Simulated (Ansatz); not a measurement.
Cost and result for the atomization energy of C2H6GaSb, SMILES `[CH3][Sb]1[CH2][GaH]1` (10 atoms, 10 bonds).

Cartesian coordinates in Å:
```
C 1.414 -0.815 -0.615
Sb 0.022 -1.171 1.031
C -0.680 0.972 1.055
Ga -1.798 0.084 -0.267
H 2.379 -0.543 -0.185
H 1.087 -0.010 -1.274
H 1.523 -1.730 -1.197
H 0.082 1.701 0.793
H -1.144 1.210 2.012
H -2.885 0.303 -1.352
```

Charge 0, multiplicity 1. Correlated methods include outer-core shells of Ga, Sb, which these sets cover unevenly. Scalar relativity is left out up to krypton. Sb: def2 effective core potential. The geometry is a stationary point of PBE0-D4/def2-TZVP. Program: Ansatz. All runs use 4 threads of an Arm Neoverse V2 on a shared host. Times are those of one run each, without the atoms' runs, and a repeat can differ threefold. Electronic energies, without spin–orbit coupling; frozen cores. CCSD(T)/CBS adds CCSD(T) − MP2 in def2-TZVPP to the MP2 limit, and its time is that of the two runs behind it. T1 = 0.014. With those shells the extrapolation isn't a true limit. HSE06 is the plane-wave form, built on full-range PBE exchange.

CCSD(T)/CBS is a level of theory with its own doubt, some kJ/mol a heavy atom from the limit and from the frozen cores, so smaller differences don't rank the functionals.

```csv
level,functions,wall time,atomization (kJ/mol),difference from CCSD(T)/CBS,per bond
LDA (SPW92)/def2-TZVPP,244,1.4 s,3593.4,450.1,45.0
PBE-D4/def2-TZVPP (with forces),244,2.7 s,3179.6,36.3,3.6
HSE06-D4/def2-TZVPP,244,3.8 s,3130.6,-12.7,-1.3
r2SCAN-D4/def2-TZVPP (with forces),244,5.5 s,3133.7,-9.6,-1.0
r2SCANh-D4/def2-TZVPP,244,6 s,3115.4,-27.9,-2.8
B2PLYP/def2-TZVPP,244,6.5 s,3080.8,-62.5,-6.2
ωB97X-V/def2-TZVPP,244,9 s,3138.2,-5.1,-0.5
B97M-V/def2-TZVPP,244,11 s,3143.1,-0.2,0.0
CCSD(T)/def2-SVP,116,11 s,2914.0,-229.3,-22.9
ωB97M-V/def2-TZVPP (with forces),244,14 s,3110.6,-32.7,-3.3
MP2/def2-QZVPP,465,26 s,3125.0,-18.3,-1.8
CCSD(T)/def2-TZVPP,244,4.3 min,3059.1,-84.2,-8.4
CCSD(T)/CBS(def2),–,4.8 min,3143.3,0.0,0.0
```

Leaving LDA and LC-ωPBE aside and taking each functional with its dispersion term where it has one, the values, not all of them listed here, spread over 142.8 kJ/mol, from BHLYP-D4 to PBE-D4. LDA lies +439.6 kJ/mol from PBE without D4, its usual overbinding. From r2SCAN to r2SCAN0 (25 % exact exchange), in def2-TZVPP and without D4, the atomization energy moves by −45.3 kJ/mol: exact exchange takes away binding that semilocal exchange gives to molecules. In def2-TZVPP, CCSD(T) changes the Hartree–Fock value by +878.0 kJ/mol (the triples alone add +58.0 kJ/mol) and MP2 by +894.4 kJ/mol; breaking electron pairs costs correlation energy, which Hartree–Fock lacks.
